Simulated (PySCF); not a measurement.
## [ReO3Cl]− at several levels of theory

Computed with PySCF 2.14.0 (density fitting, no spin-orbit coupling) at the geometry relaxed with PBE:

```xyz
5
[ReO3Cl]− (doublet)
Re    0.1641   -0.0263    0.2121
O     1.3061    0.6274    1.3591
O    -1.1034   -0.8283    1.1198
O     1.0734   -0.8872   -1.0148
Cl   -1.3599    1.0192   -1.3688
```

| level | basis | state | HOMO (eV) | gap (eV) | charge on Re1 (e) | dipole about the centre of mass (D) | largest force component (eV/Å) |
| --- | --- | --- | --- | --- | --- | --- | --- |
| PBE | Re def2-SVP with ECP60, O def2-SVP, Cl def2-SVP | doublet | 0.73 | 0.92 | 0.61 | 0.57 | 0.01 |
| revPBE | the same | doublet | 0.78 | 0.97 | 0.65 | 0.61 | 0.14 |
| CAM-B3LYP | the same | doublet | -2.23 | 5.63 | 0.81 | 0.74 | 0.94 |
| B3LYP | the same | doublet | -0.51 | 2.65 | 0.78 | 0.67 | 0.48 |
| PBE | Re def2-TZVP with ECP60, O def2-TZVP, Cl def2-TZVP | doublet | 0.47 | 0.95 | 1.03 | 0.72 | 0.09 |
| PBE | Re x2c-SVPall, O x2c-SVPall, Cl x2c-SVPall | doublet | 0.53 | 0.88 | 0.39 | 0.50 | 0.55 |

HOMO and gap are taken over both spins. Charges are Mulliken's, which hang on the basis. The relaxation used the grid (50, 194), these runs (75, 302) or, all-electron (x2c bases, spin-free X2C Hamiltonian), (99, 590).

Q: What does BP86 with Re def2-SVP with ECP60, O def2-SVP, Cl def2-SVP give here?

A: state doublet, HOMO (eV) 0.62, gap (eV) 0.90, charge on Re1 (e) 0.62, dipole about the centre of mass (D) 0.57, largest force component (eV/Å) 0.08. Time: 5.3 s on 2 threads of Arm Neoverse V1, on a shared host, from an already converged density.

Open shells may have lower solutions than the one found.

The highest filled level of some runs lies above zero, as often for anions with such functionals and bases.
